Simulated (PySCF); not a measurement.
C₂H₅BFN. Atoms are numbered in the order given.

```xyz
10

B     -0.3695     0.1762     0.3211
F     -1.7019     0.2826     0.5026
C      0.1598    -0.8558    -0.7306
C      1.3591    -0.7908    -1.3267
H     -0.5137    -1.6714    -1.0258
H      1.6884    -1.5211    -2.0738
H      2.0715     0.0131    -1.1049
N      0.4627     1.0007     1.0880
H      0.0948     1.6816     1.7418
H      1.4721     0.9483     1.0609
```

Geometry: B3LYP-D3(BJ)/def2-SVP. The structure was generated by enumeration, and PubChem lists no compound with its InChIKey, so it may never have been made. One conformer was computed; it need not be the lowest.

The numbers are results of PBE/pcSseg-1 run with PySCF, not measurements.

GIAO shieldings, no solvent; atoms listed in one row are averaged. δ = σ(ref) − σ: ¹¹B against BF3 (σ = 83.9 ppm); ¹⁹F against CFCl3 (σ = 133.6 ppm); ¹³C against TMS (σ = 182.0 ppm); ¹H against TMS (σ = 31.49 ppm); ¹⁵N against NH3 (σ = 267.0 ppm), references at their B3LYP-D3(BJ)/def2-TZVP geometries, non-relativistic.

```tsv
nucleus	atoms	count	δ (ppm)
¹¹B	B1	1	16.0
¹⁹F	F2	1	-136.6
¹³C	C3	1	143.8
¹³C	C4	1	141.1
¹H	H5	1	6.48
¹H	H6	1	6.39
¹H	H7	1	6.30
¹H	H10	1	3.41
¹H	H9	1	3.05
¹⁵N	N8	1	81.4
```
